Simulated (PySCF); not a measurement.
**C₆ coefficients of unlike pairs at PBE**

Calculated with PySCF 2.14 from the dipole response of each species, C₆(A,B) = (3/π) ∫ α_A(iu) α_B(iu) du, in atomic units, from isotropic polarisabilities. For ions this is the dispersion term alone; charge-induced terms of lower order in 1/R come first.

```csv
species,configuration,basis,relativity,α (bohr³),C₆ (like pair)
Ar,[Ar] (1S),dyall-acv3z (19s12p6d4f),none,11.40,67.49
Zr+,[Kr] 4d2 5s1 (4F),"aug-cc-pVTZ-PP with one added diffuse shell each of s, p, d, f, g type with ECP28MDF (7s7p6d4f3g)",core potential,56.77,482.9
B+,[He] 2s2 (1S),aug-cc-pwCVQZ (9s8p6d4f2g),none,10.64,28.81
C,[He] 2s2 2p2 (3P),"aug-cc-pCVTZ-DK with one added diffuse shell each of s, p, d, f type (8s7p5d3f)",spin-free X2C,13.57,54.91
```

Estimate C₆ for C with Ar.

The integral gives 59.18. The combination rule 2 C_A C_B / (C_A α_B/α_A + C_B α_A/α_B) gives 58.62 and the geometric mean 60.88.

No spin-orbit coupling is included.

The other pairs:

```json
{"pair": "B+, Ar", "C₆": "41.57"}
{"pair": "C, B+", "C₆": "39.55"}
{"pair": "B+, Zr+", "C₆": "115.5"}
{"pair": "Zr+, Ar", "C₆": "160.2"}
{"pair": "C, Zr+", "C₆": "156.7"}
```
